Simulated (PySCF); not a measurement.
CH2N (SMILES C#[NH+]), charge +1, singlet, at a GFN2-xTB geometry; SVWN5/3-21G run with PySCF.

The PySCF input:
```python
from pyscf import gto, scf, dft

mol = gto.M(
    atom='''
C    -0.000000   -0.000000   -0.600338
N     0.000000    0.000000    0.532669
H    -0.000000   -0.000000   -1.674892
H     0.000000    0.000000    1.548235
''',
    basis='3-21g',
    charge=1,
    spin=0,
    verbose=4,
)

mf = dft.RKS(mol)
mf.xc = 'lda,vwn'
mf.grids.becke_scheme = dft.gen_grid.stratmann
mf.kernel()
```

### Question
Write the output that PySCF gives for this input, abridged.

### Answer

```
PySCF version 2.14.0

[INPUT] verbose = 4
[INPUT] num. atoms = 4
[INPUT] num. electrons = 14
[INPUT] charge = 1
[INPUT] spin (= nelec alpha-beta = 2S) = 0
[INPUT] symmetry False subgroup None
[INPUT] Mole.unit = angstrom
[INPUT] Symbol           X                Y                Z      unit          X                Y                Z       unit  Magmom
[INPUT]  1 C      0.000000000000   0.000000000000  -0.600338000000 AA    0.000000000000   0.000000000000  -1.134474402169 Bohr   0.0
[INPUT]  2 N      0.000000000000   0.000000000000   0.532669000000 AA    0.000000000000   0.000000000000   1.006598525046 Bohr   0.0
[INPUT]  3 H      0.000000000000   0.000000000000  -1.674892000000 AA    0.000000000000   0.000000000000  -3.165087168225 Bohr   0.0
[INPUT]  4 H      0.000000000000   0.000000000000   1.548235000000 AA    0.000000000000   0.000000000000   2.925740126466 Bohr   0.0

nuclear repulsion = 29.5384848882685
number of shells = 14
number of NR pGTOs = 36
number of NR cGTOs = 22
basis = 3-21g
ecp = {}

******** <class 'pyscf.dft.rks.RKS'> ********
method = RKS
initial guess = minao
damping factor = 0
level_shift factor = 0
DIIS = <class 'pyscf.scf.diis.CDIIS'>
diis_start_cycle = 1
diis_space = 8
diis_damp = 0
SCF conv_tol = 1e-09
SCF conv_tol_grad = None
SCF max_cycles = 50
direct_scf = True
direct_scf_tol = 1e-13
XC library pyscf.dft.libxc version 7.1.2
    S. Lehtola, C. Steigemann, M. J. T. Oliveira, and M. A. L. Marques,  SoftwareX 7, 1–5 (2018)
XC functionals = lda,vwn
    P. A. M. Dirac,  Math. Proc. Cambridge Philos. Soc. 26, 376 (1930)
    F. Bloch,  Z. Phys. 57, 545 (1929)
    S. H. Vosko, L. Wilk, and M. Nusair,  Can. J. Phys. 58, 1200 (1980)
radial grids:
    Treutler-Ahlrichs [JCP 102, 346 (1995); DOI:10.1063/1.469408] (M4) radial grids

becke partition: Stratmann, Scuseria, Frisch. CPL, 257, 213 (1996); DOI:10.1016/0009-2614(96)00600-8
pruning grids: <function nwchem_prune>
grids dens level: 3
symmetrized grids: False
atomic radii adjust function: <function treutler_atomic_radii_adjust>
small_rho_cutoff = 0
Set gradient conv threshold to 3.16228e-05
Initial guess from minao.
tot grids = 47640
init E= -92.8558572569295
  HOMO = -0.396911973405549  LUMO = -0.0591108047137159  gap/eV = 9.19204
cycle= 1 E= -92.3786068931237  delta_E= 0.477  |g|= 0.13  |ddm|= 1.98
  HOMO = -0.692292165562095  LUMO = -0.361632084479012  gap/eV = 8.99772
cycle= 2 E= -92.3707120800094  delta_E= 0.00789  |g|= 0.242  |ddm|= 0.265
  HOMO = -0.691391194366947  LUMO = -0.353385345956759  gap/eV = 9.19761
cycle= 3 E= -92.3811716645528  delta_E= -0.0105  |g|= 0.104  |ddm|= 0.186
  HOMO = -0.679359890867913  LUMO = -0.344171781915613  gap/eV = 9.12093
cycle= 4 E= -92.383422690765  delta_E= -0.00225  |g|= 0.0105  |ddm|= 0.0619
  HOMO = -0.681277107545997  LUMO = -0.345836782622703  gap/eV = 9.12780
cycle= 5 E= -92.3834501078378  delta_E= -2.74e-05  |g|= 0.00152  |ddm|= 0.0105
  HOMO = -0.681065750336133  LUMO = -0.345623361385544  gap/eV = 9.12785
cycle= 6 E= -92.383450733212  delta_E= -6.25e-07  |g|= 5.48e-05  |ddm|= 0.00122
  HOMO = -0.681058222157332  LUMO = -0.345620548458056  gap/eV = 9.12772
cycle= 7 E= -92.3834507342605  delta_E= -1.05e-09  |g|= 1.77e-05  |ddm|= 9.81e-05
  HOMO = -0.681059187423626  LUMO = -0.345620860398672  gap/eV = 9.12774
cycle= 8 E= -92.3834507343444  delta_E= -8.39e-11  |g|= 2.87e-07  |ddm|= 1.55e-05
  HOMO = -0.681059109724899  LUMO = -0.345620812889119  gap/eV = 9.12774
Extra cycle  E= -92.3834507343443  delta_E= 1.14e-13  |g|= 8.14e-07  |ddm|= 7.25e-07
converged SCF energy = -92.3834507343443
```
